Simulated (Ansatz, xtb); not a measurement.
## GaH2OP2: where a starting geometry ends

The starting geometry of this gas-phase doublet was built from a drawn formula by distance geometry; its bonds are those of `O=[P][Ga][PH2]`.

```tsv
atom	x (Å)	y (Å)	z (Å)
Ga	-1.0817	1.3486	1.5135
O	-2.1801	3.9905	-0.2213
P	-1.3923	2.7253	0.0672
P	0.9869	0.3234	1.7945
H	1.8542	0.9415	2.7308
H	1.5539	0.1098	0.5240
```

Task: Predict what it relaxes into with r2SCAN-D4/def2-SVP.

Result: A new bond forms, giving a structure given below by its coordinates. Distances that change by over a tenth: Ga1–P3 (2.02 → 2.23 Å). Contacts that close: Ga1–O2 (3.35 → 1.98 Å).

The energy falls by 1.70 eV over 36 steps:

```tsv
step	E − E(last) (eV)
1	1.704
5	0.468
9	0.439
13	0.433
17	0.418
20	0.368
24	0.130
28	0.017
32	0.001
36	0.000
```

Final geometry (Å):

```xyz
6

Ga   -0.2614    2.3826    1.3607
O    -1.4937    2.2358   -0.1772
P    -1.4582    3.8569    0.1879
P     0.4055    0.2633    1.9680
H     1.6863    0.6954    2.4321
H     0.8624    0.0051    0.6372
```

From the same start GFN2-xTB reaches the same bonding as this run.

No frequencies were run, so the end isn't proven a minimum. Open shells are spin-unrestricted. Run with Ansatz 0.2.0, 3.4 min on 2 threads of Intel(R) Xeon(R) Platinum 8259CL CPU @ 2.50GHz (Skylake/Cascade Lake), on a shared host.
